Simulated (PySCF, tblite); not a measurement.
Species: C₃HClN₂O₂.
Geometry (GFN2-xTB, Å), atoms numbered from 1 in this order:
```
atom  x, y, z in Å
O1    -2.348    1.144    0.044
C2    -1.839    0.096   -0.231
C3    -0.397   -0.127   -0.380
N4     0.171   -1.261   -0.680
N5     1.485   -1.062   -0.722
C6     1.679    0.196   -0.445
Cl7    3.136    1.004   -0.356
O8     0.531    0.850   -0.217
H9    -2.404   -0.834   -0.407
```

Method used: CAM-B3LYP/def2-SVPD in PySCF (dipole) on a GFN2-xTB geometry, gas phase.

Masses are those of the commonest isotopes; rigid-rotor values at the optimised geometry. The values belong to one conformer with, in the numbering `[O:1]=[CH:2][c:3]1[n:4][n:5][c:6]([Cl:7])[o:8]1`, O1–C2–C3–N4 180°.

Question: What are A, B and C (cm⁻¹)?

Answer: Ia = 100.90, Ib = 485.30, Ic = 586.20 u·Å²; 505379 MHz·u·Å²/I gives 5009, 1041 and 862.1 MHz, that is A = 0.16708, B = 0.03474, C = 0.02876 cm⁻¹.

Question: Classify the top.

Answer: A near-prolate asymmetric top; Ray's κ = -0.914.

Question: Is it planar, by Δ = Ic − Ia − Ib?

Answer: Planar: Δ = Ic − Ia − Ib = 0.00 u·Å². For a rigid frame Δ = −2 Σ m c², so it vanishes when all atoms lie in the ab plane; here none is more than 0.01 Å from it.

Question: List the rotational levels J(Ka,Kc) to J = 4 (K).

Answer: Above 0(0,0), as E/k:
J = 1: 1(0,1) 0.091, 1(1,1) 0.282, 1(1,0) 0.290
J = 2: 2(0,2) 0.274, 2(1,2) 0.456, 2(1,1) 0.482, 2(2,1) 1.053, 2(2,0) 1.053
J = 3: 3(0,3) 0.547, 3(1,3) 0.717, 3(1,2) 0.768, 3(2,2) 1.327, 3(2,1) 1.328, 3(3,1) 2.301, 3(3,0) 2.301
J = 4: 4(0,4) 0.909, 4(1,4) 1.065, 4(1,3) 1.150, 4(2,3) 1.692, 4(2,2) 1.696, 4(3,2) 2.667, 4(3,1) 2.667, 4(4,1) 4.029, 4(4,0) 4.029
The levels of one J sum to (2J + 1)J(J + 1)(A + B + C)/3.

Question: Which lines would a microwave search look for?

Answer: The dipole components are |μa| = 0.97 D, |μb| = 0.38 D, |μc| = 0.00 D; the mirror of this Cs structure is the ab plane, so μc vanishes by symmetry and there are no c-type lines. The squared components, which scale the intensities, stand as 1.00 : 0.15 (a : b). Some lines, for components of 0.1 D or more:

```
type  branch         J(Ka,Kc)    MHz  lower level (cm⁻¹)
   b       R  4(0,4) ← 3(1,3)   4010               0.498
   b       Q  4(1,3) ← 4(0,4)   5026               0.632
   b       R  1(1,1) ← 0(0,0)   5871               0.000
   a       R  5(3,2) ← 4(3,1)   9539               1.853
   b       Q  4(2,3) ← 4(1,4)  13078               0.740
   b       R  2(2,1) ← 1(1,0)  15889               0.202
   b       R  3(2,2) ← 2(1,1)  17613               0.335
   b       R  3(3,1) ← 2(2,0)  25994               0.732
   b       Q  5(4,2) ← 5(3,3)  28384               2.172
   b       Q  4(4,0) ← 4(3,1)  28389               1.853
```

Question: Estimate the classical rotational partition function at 50 K, 200 K and 500 K.

Answer: Point group Cs, symmetry number σ = 1; q = (√π/σ)·√((kT/h)³/(ABC)), k/h = 20836.6 MHz/K: 28100 at 50 K, 225000 at 200 K, 889000 at 500 K.

Its GFN2-xTB frequencies are all real (lowest 109 cm⁻¹). No vibrational averaging or centrifugal distortion is included, and the geometry carries the error of its method. Quadrupole hyperfine structure (14N, 35Cl) is left out.
